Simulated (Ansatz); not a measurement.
Geometry optimisation, RKS PBE0/def2-SVP (Ansatz).

Input:

```yaml
crystal:
  periodic: [false, false, false]
  atoms:
    - { symbol: C, position_ang: [-0.48869, 1.61821, -0.49087] }
    - { symbol: Si, position_ang: [-0.15524, 0.10638, 0.61833] }
    - { symbol: "N", position_ang: [1.55302, 0.08084, 0.91303] }
    - { symbol: In, position_ang: [-0.6175, -2.06196, -0.75357] }
    - { symbol: H, position_ang: [-1.54335, 1.66119, -0.75572] }
    - { symbol: H, position_ang: [-0.23008, 2.55622, -0.00845] }
    - { symbol: H, position_ang: [0.08245, 1.54805, -1.41434] }
    - { symbol: H, position_ang: [-0.99279, 0.24479, 1.8454] }
    - { symbol: H, position_ang: [1.9362, -0.7328, 1.37249] }
    - { symbol: H, position_ang: [2.00491, 0.91157, 1.26741] }
    - { symbol: H, position_ang: [0.45072, -3.47955, -0.95754] }
    - { symbol: H, position_ang: [-2.13722, -2.42302, -1.63714] }
basis:
  gaussian: { orbitals: def2-SVP }
hamiltonian:
  xc: pbe0
relax:
  f_tol: 0.015
  max_steps: 40
output:
  orbitals: {}
```

Launched with:

```bash
$ ansatz run input.yaml --threads 2 --pin off --max-ram 3072MiB --backend cpu --events-out ev --progress --plain --runs-dir out
```

Question: Where does it end, and by what steps?

Answer: The run converged. The force dipped under the threshold on the way, but the program's further checks kept it going. After 16 steps the energy has fallen by 0.101 eV; H11 moved furthest, 0.48 Å.

```csv
step,energy less start (eV),largest force component (eV/Å),accepted
0,0.0000,0.709,yes
1,-0.0425,0.468,yes
2,-0.0904,0.155,yes
3,-0.0944,0.105,yes
4,-0.0964,0.052,yes
5,-0.0977,0.050,yes
6,-0.0618,0.852,no
7,-0.0984,0.021,yes
8,-0.0997,0.039,yes
9,-0.1000,0.052,yes
10,-0.0999,0.128,no
11,-0.1009,0.034,yes
12,-0.0865,0.359,no
13,-0.1012,0.018,yes
14,-0.1014,0.014,yes
15,-0.1014,0.015,yes
16,-0.1014,0.012,yes
```

```xyz
12
Properties=species:S:1:pos:R:3
C -0.527 1.635 -0.473
Si -0.118 0.086 0.518
N 1.601 0.090 0.831
In -0.649 -2.116 -0.737
H -1.604 1.680 -0.699
H -0.270 2.542 0.101
H 0.030 1.664 -1.421
H -0.984 0.140 1.756
H 2.027 -0.758 1.189
H 2.010 0.899 1.290
H 0.326 -3.547 -0.504
H -1.979 -2.284 -1.853
```

Whether the end is a true minimum wasn't checked by a vibrational analysis.

The run took 27 s on 2 threads of AMD EPYC 9R45 96-Core Processor (Zen 5), on a shared host, peak memory 0.29 GiB.
